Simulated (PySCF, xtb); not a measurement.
AsFH₄O₂Si, SMILES [AsH2][Si](O)(O)F.

GFN2-xTB run with xtb at its own geometry gives an orbital gap of 5.49 eV and a dipole moment of 1.73 D.

Geometry optimised at ωB97X-D3(BJ)/def2-SVP. Other conformers were not sampled.

Question: What does PBE/def2-TZVP (PySCF) give? (The exact figures need the calculation; the answer reports its results.)

Answer: gap 6.02 eV (levels -6.66 and -0.65 eV), dipole 1.22 D.
